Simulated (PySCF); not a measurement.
Be₂H₂, SMILES [BeH][BeH]. The structure is a stationary point at PBE-D3(BJ)/def2-TZVPD.

Computed equilibrium geometry at PBE-D3(BJ)/def2-TZVPD (PySCF confirms it by a frequency run) as bond lengths and angles, and its point group:
point group D∞h.
Atoms: H1 Be2 Be3 H4. Bonded distances (Å): H1–Be2 1.351, Be2–Be3 2.104, Be3–H4 1.351. Angles (°): H1–Be2–Be3 180.0, Be2–Be3–H4 180.0.
